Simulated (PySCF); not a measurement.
C2H6N, SMILES C=[NH+]C, charge +1. Atoms are numbered in the order given.

```xyz
9

C     -0.2332     1.2312     0.0000
N      0.4105     0.1356     0.0000
C     -0.1673    -1.2145     0.0000
H     -1.3171     1.2177     0.0000
H      0.3052     2.1716     0.0000
H      1.4290     0.1801     0.0000
H      0.1816    -1.7385     0.8893
H     -1.2512    -1.1420     0.0000
H      0.1816    -1.7385    -0.8893
```
Charge +1, spin multiplicity 1.

Coordinates come from a B3LYP-D3(BJ)/def2-TZVP optimisation. The isomer is the one that the SMILES or the coordinates give; other isomers of the formula were not compared.

Level of theory: B3LYP-D3(BJ)/def2-TZVP (PySCF 2.14.0).

No scaling factor is applied to the harmonic values.

**Question.** List the normal modes with their intensities. (An estimate is asked for; the answer gives what the named calculation found.)

**Answer.** 
```json
[
 {"mode": "1", "ν (cm⁻¹)": "188", "IR (km/mol)": "0.2", "moving atoms (share of kinetic energy)": "H 85 %, N 10 %"},
 {"mode": "2", "ν (cm⁻¹)": "467", "IR (km/mol)": "0.2", "moving atoms (share of kinetic energy)": "H 43 %, C 32 %, N 24 %"},
 {"mode": "3", "ν (cm⁻¹)": "578", "IR (km/mol)": "32.5", "moving atoms (share of kinetic energy)": "H 79 %, N 19 %"},
 {"mode": "4", "ν (cm⁻¹)": "908", "IR (km/mol)": "3.3", "moving atoms (share of kinetic energy)": "C 56 %, H 23 %, N 21 %"},
 {"mode": "5", "ν (cm⁻¹)": "1055", "IR (km/mol)": "56.0", "moving atoms (share of kinetic energy)": "H 92 %"},
 {"mode": "6", "ν (cm⁻¹)": "1075", "IR (km/mol)": "10.5", "moving atoms (share of kinetic energy)": "H 86 %, C 14 %"},
 {"mode": "7", "ν (cm⁻¹)": "1138", "IR (km/mol)": "26.2", "moving atoms (share of kinetic energy)": "H 75 %, C 24 %"},
 {"mode": "8", "ν (cm⁻¹)": "1154", "IR (km/mol)": "0.0", "moving atoms (share of kinetic energy)": "H 70 %, C 20 %, N 10 %"},
 {"mode": "9", "ν (cm⁻¹)": "1267", "IR (km/mol)": "0.8", "moving atoms (share of kinetic energy)": "H 59 %, C 24 %, N 17 %"},
 {"mode": "10", "ν (cm⁻¹)": "1439", "IR (km/mol)": "1.8", "moving atoms (share of kinetic energy)": "H 81 %, C 13 %"},
 {"mode": "11", "ν (cm⁻¹)": "1465", "IR (km/mol)": "6.2", "moving atoms (share of kinetic energy)": "H 90 %"},
 {"mode": "12", "ν (cm⁻¹)": "1469", "IR (km/mol)": "21.1", "moving atoms (share of kinetic energy)": "H 97 %"},
 {"mode": "13", "ν (cm⁻¹)": "1482", "IR (km/mol)": "14.4", "moving atoms (share of kinetic energy)": "H 91 %"},
 {"mode": "14", "ν (cm⁻¹)": "1528", "IR (km/mol)": "43.8", "moving atoms (share of kinetic energy)": "H 86 %, C 9 %"},
 {"mode": "15", "ν (cm⁻¹)": "1754", "IR (km/mol)": "23.4", "moving atoms (share of kinetic energy)": "N 44 %, C 39 %, H 17 %"},
 {"mode": "16", "ν (cm⁻¹)": "3064", "IR (km/mol)": "5.3", "moving atoms (share of kinetic energy)": "H 98 %"},
 {"mode": "17", "ν (cm⁻¹)": "3141", "IR (km/mol)": "2.4", "moving atoms (share of kinetic energy)": "H 90 %, C 10 %"},
 {"mode": "18", "ν (cm⁻¹)": "3145", "IR (km/mol)": "10.5", "moving atoms (share of kinetic energy)": "H 95 %"},
 {"mode": "19", "ν (cm⁻¹)": "3175", "IR (km/mol)": "1.5", "moving atoms (share of kinetic energy)": "H 90 %, C 10 %"},
 {"mode": "20", "ν (cm⁻¹)": "3261", "IR (km/mol)": "13.6", "moving atoms (share of kinetic energy)": "H 88 %, C 12 %"},
 {"mode": "21", "ν (cm⁻¹)": "3480", "IR (km/mol)": "113.1", "moving atoms (share of kinetic energy)": "H 93 %"}
]
```
